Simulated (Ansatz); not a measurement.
Method: Ansatz (a quantum-chemistry and plane-wave program) with frozen-core CCSD(T)/cc-pVTZ // r2SCAN-D4/def2-TZVP.

Ansatz 0.2 input:
```yaml
crystal:
  periodic: [false, false, false]
  atoms:
    - { symbol: Si, position_ang: [1.815898, 0.491035, 0.473129] }
    - { symbol: O, position_ang: [0.245122, 0.069935, 0.585653] }
    - { symbol: Si, position_ang: [-1.295707, -0.340141, 0.235858] }
    - { symbol: H, position_ang: [2.581496, -0.591617, -0.21022] }
    - { symbol: H, position_ang: [1.945818, 1.766268, -0.290107] }
    - { symbol: H, position_ang: [-2.205124, 0.750838, 0.662497] }
    - { symbol: H, position_ang: [-1.645368, -1.585572, 0.960349] }
    - { symbol: H, position_ang: [-1.442131, -0.560745, -1.225309] }
basis:
  gaussian: { orbitals: cc-pVTZ }
correlation:
  method: ccsd_t
magnetization:
  spin_polarized: true
  initial_magnetization: 1
```

Output:

```
Functional definition: HF
962 factors; integrals over basis functions are off by at most 1.3e-3 eV
mean field evaluation 1: about -17840.6111 eV, gradient 2.5e1 eV
mean field evaluation 2: about -17840.6291 eV, gradient 2.5e1 eV
mean field evaluation 4: about -17843.5242 eV, gradient 2.7e0 eV
mean field evaluation 8: about -17843.6079 eV, gradient 1.1e-3 eV
mean field evaluation 16: about -17843.5797 eV, gradient 2.0e-1 eV
mean field -17843.60789567 eV, -655.7404953340 hartree, gradient 2.3e-6 eV, S^2 0.753878; 0 other end points of the search recorded, 0 dependent functions left out
11 core orbitals not correlated
reference -17843.60789567 eV, -655.7404953340 hartree; 10, 9 occupied and 147, 148 virtual orbitals, 962 factors
second order -12.61923639 eV of doubles, -0.00000000 eV of singles
cycle   1  -13.19439420 eV  change   -5.8e-1 eV  update   8.8e-2
cycle   2  -13.60356273 eV  change   -4.1e-1 eV  update   2.8e-2
cycle   3  -13.69750826 eV  change   -9.4e-2 eV  update   1.5e-2
cycle   4  -13.68964166 eV  change    7.9e-3 eV  update   4.4e-3
cycle   5  -13.69015469 eV  change   -5.1e-4 eV  update   2.2e-3
cycle   6  -13.69035945 eV  change   -2.0e-4 eV  update   7.7e-4
cycle   7  -13.69027852 eV  change    8.1e-5 eV  update   2.9e-4
cycle   8  -13.69044020 eV  change   -1.6e-4 eV  update   8.8e-5
cycle   9  -13.69045643 eV  change   -1.6e-5 eV  update   2.7e-5
cycle  10  -13.69044178 eV  change    1.5e-5 eV  update   8.8e-6
perturbative correction -0.44032725 eV, -0.0161817278 hartree
Total energy: -17857.73866469 eV, -656.2597915174 hartree
```

Cost: about 2.7 core-minutes (a rough figure).
